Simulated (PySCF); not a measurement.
# Two-component Hartree-Fock for Ce³⁺ (cerium, charge +3)

Start: [Xe] 4f1; 4f5/2 filled at m_j = +5/2. Calculated with PySCF 2.14 in x2c-TZVPall-2c (11s11p10d4f1g, 131 functions): generalised Hartree-Fock with the X2C-1e Hamiltonian and a Gaussian nucleus; one run each with spin-orbit coupling (SO) switched off, then screened by Boettger's factors.

```csv
spinor shell,electrons,"ε, spin-free (eV)","ε, screened SO (eV)",weight of nominal j (screened SO),"rms radius, screened SO (bohr)"
1s1/2,2,-40667.5,-40661.9,1.000,0.0280
2s1/2,2,-6641.6,-6639.9,1.000,0.114
2p1/2,2,-5944.0,-6256.5,1.000,0.0979
2p3/2,4,-5944.0,-5806.2,1.000,0.104
3s1/2,2,-1495.3,-1494.8,1.000,0.296
3p1/2,2,-1268.4,-1331.4,1.000,0.288
3p3/2,4,-1268.4,-1240.3,1.000,0.301
3d3/2,4,-945.98,-957.42,1.000,0.272
3d5/2,6,-945.98,-937.77,1.000,0.276
4s1/2,2,-341.22,-341.03,1.000,0.676
4p1/2,2,-264.29,-278.26,0.998,0.700
4p3/2,4,-264.29,-257.94,0.999,0.726
4d3/2,4,-150.13,-153.07,0.966,0.796
4d5/2,6,-150.13,-147.99,0.978,0.805
5s1/2,2,-73.838,-73.802,1.000,1.61
5p1/2,2,-51.702,-54.010,0.981,1.78
5p3/2,4,-51.702,-50.648,0.990,1.86
4f5/2,1,-37.931,-38.043,0.986,1.14
```

```json
{"quantity": "E (hartree)", "spin-free": "-8853.30754", "screened SO": "-8857.17028"}
{"quantity": "M_J", "spin-free": "5/2", "screened SO": "5/2"}
{"quantity": "⟨J²⟩", "spin-free": "9.760", "screened SO": "8.857"}
{"quantity": "⟨L²⟩", "spin-free": "12.010", "screened SO": "12.050"}
{"quantity": "⟨S²⟩", "spin-free": "0.751", "screened SO": "0.792"}
```

Each row is a mean over spinors that exchange with the open shell spreads, by up to 6.364 eV (4d3/2).

⟨J²⟩ departs a little from M_J(M_J + 1) because the unrestricted spinors polarise the closed shells.

Breit and QED terms are absent; they matter most for the inner s and p1/2 levels.

Densities and radii are taken from the X2C orbitals without a picture-change correction, which distorts them close to the nucleus.

Without spin-orbit coupling the j labels of p, d and f shells carry no meaning; the spin-free column gives the mean over the occupied spinors of each nl shell, and its ⟨J²⟩ belongs to a mixture of degenerate components.
